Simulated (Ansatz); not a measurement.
`FB(F)Cl` + H₂ → `FBF` + HCl at 600 K and 1 bar (hydrogenolysis of a B–Cl bond).

Gas-phase electronic energies from Ansatz, PBE0-D4/def2-TZVP geometries. CCSD(T)/CBS is the MP2 limit (def2-TZVPP, def2-QZVPP) plus CCSD(T) − MP2 in def2-TZVPP, frozen cores. This one scheme is used for every species.

```csv
species,CCSD(T)/CBS energy (Eh),H − E (kJ/mol),S (J/(mol·K))
`FB(F)Cl`,-684.31926,60.1,319.3
H₂,-1.17544,43.9,150.8
`FBF`,-225.09427,73.4,279.9
HCl,-460.38127,35.4,207.2
```

H − E and S are ideal-gas, rigid-rotor, harmonic terms from PBE0-D4/def2-TZVP. The MP2-based limit puts H₂ 0.8 mEh under its directly extrapolated value; such offsets cancel only in part. 1 Eh = 2625.50 kJ/mol, R = 8.31446 J/(mol·K).

**Question.** By hand: ΔE, ΔH, ΔS and ΔG.

**Answer.** ΔE = (-225.09427) + (-460.38127) − (-684.31926) − (-1.17544) = 0.01916 Eh = 50.3 kJ/mol. Δ(H − E) = 73.4 + 35.4 − 60.1 − 43.9 = 4.8, so ΔH = 55.1 kJ/mol. ΔS = 279.9 + 207.2 − 319.3 − 150.8 = 17.0 J/(mol·K). ΔG = 55.1 − 600 × (17.0)/1000 = 44.9 kJ/mol.

**Question.** By hand: the equilibrium constant, and the temperature at which ΔG would vanish if ΔH and ΔS stayed fixed.

**Answer.** log₁₀ K = −ΔG/(RT ln 10) = -3.9. ΔG = 0 at ΔH/ΔS = 3241 K, far beyond where these terms or the molecules hold.

ΔH outweighs TΔS. A doubt of 5 kJ/mol in ΔE shifts log₁₀ K by 0.4 here. These are equilibria of isolated gas molecules and say nothing of rates. Largest T1 diagnostic: 0.013 (customary marks: 0.02 for closed shells, 0.045 for open ones).
